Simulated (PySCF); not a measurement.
CH₁₀ClNSi₃, SMILES C[Si@](N)(Cl)[SiH2][SiH3].

Geometry: B3LYP-D3(BJ)/def2-SVP. The structure was generated by enumeration; whether it is a known compound was not checked. The values are those of a single conformer.

The numbers are results of B3LYP/def2-TZVP (PySCF), not measurements.

Isolated molecule, no solvent.

| Item | Result |
|---|---|
| total energy | -1427.81503 hartree |
| highest occupied level | -7.41 eV |
| lowest empty level | -0.32 eV |
| orbital gap | 7.09 eV |
| dipole moment | 1.76 D |
| quadrupole, principal values (traceless, Buckingham form, about the centre of nuclear charge) | -12.70, 4.58, 8.12 D·Å |
